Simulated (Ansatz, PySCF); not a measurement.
Lewis adduct: GaH3 (SMILES [GaH3]) (first 4 atoms) with C3H9N (SMILES CN(C)C); geometry from B3LYP-D3(BJ)/def2-TZVP.
(charge 0, multiplicity 1):
```xyz
17

Ga    -0.74919     0.40673     1.71061
H     -1.49296     1.74067     2.13117
H      0.59105     0.53920     0.87651
H     -1.62811    -0.89357     1.49562
C     -0.97428    -0.27799     4.60763
N      0.11570    -0.10150     3.63323
C      0.87998    -1.35208     3.48973
C      1.00450     0.99466     4.05410
H     -0.57549    -0.53670     5.59481
H     -1.63611    -1.07188     4.26703
H     -1.54481     0.64585     4.68026
H      1.33389    -1.64223     4.44382
H      1.66232    -1.21221     2.74632
H      0.21416    -2.14382     3.15194
H      1.46173     0.77375     5.02500
H      1.78682     1.12933     3.30971
H      0.42966     1.91575     4.12780
```

Monomers are frozen at their geometry in the pair; levels with a basis set take the counterpoise correction. Rows marked so take none.

Rows in 6-31G* carry no dispersion term and start afresh at each structure (6-31G* with six Cartesian d functions); the Pople sets are all-electron and without relativity. MP2/6-31G* freezes PySCF's default core, which leaves 3d correlated.

Run with Ansatz (a quantum-chemistry and plane-wave program) with Gaussian orbitals; PySCF for 6-31G* rows, the dispersion terms. Each number belongs to the level named beside it.

One of these levels gives -27.84 kcal/mol for the interaction energy. Name it.
(A) HF/6-31G*
(B) MP2/6-31G* (no counterpoise)
(C) BHLYP/def2-TZVPPD
(D) PBE-D4/def2-TZVPPD

C, BHLYP/def2-TZVPPD. The others give -23.95 (HF/6-31G*), -31.21 (PBE-D4/def2-TZVPPD), -35.41 (MP2/6-31G* (no counterpoise))
